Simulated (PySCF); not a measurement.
CH₄AlIO, SMILES [CH3][Al]([OH])[I].

Coordinates come from a PBE-D3(BJ)/def2-SVP optimisation. The structure was generated by enumeration; whether it is a known compound was not checked. The def2 effective core potentials stand for the cores of I; spin–orbit coupling is left out. One conformer was computed; it need not be the lowest.

Level of theory: PySCF with IEF-PCM-PBE0/def2-SVP.

The values are the electrostatic part of the solvation free energy, E(continuum) − E(gas) at the gas-phase geometry, in a cavity of scaled van der Waals radii (PySCF's table); cavitation and dispersion terms are not included. A continuum can't describe solvent molecules that bind to the metal. In vacuum the orbital gap is 7.09 eV. The dipole moment in vacuum is 0.79 D.

```json
[
 {"solvent": "water", "ε": "78.36", "ΔG(elec) (kcal/mol)": "-6.5", "dipole (D)": "1.19", "gap (eV)": "7.50"},
 {"solvent": "1-octanol", "ε": "9.86", "ΔG(elec) (kcal/mol)": "-5.6", "dipole (D)": "1.14", "gap (eV)": "7.45"},
 {"solvent": "methanol", "ε": "32.61", "ΔG(elec) (kcal/mol)": "-6.3", "dipole (D)": "1.18", "gap (eV)": "7.49"}
]
```
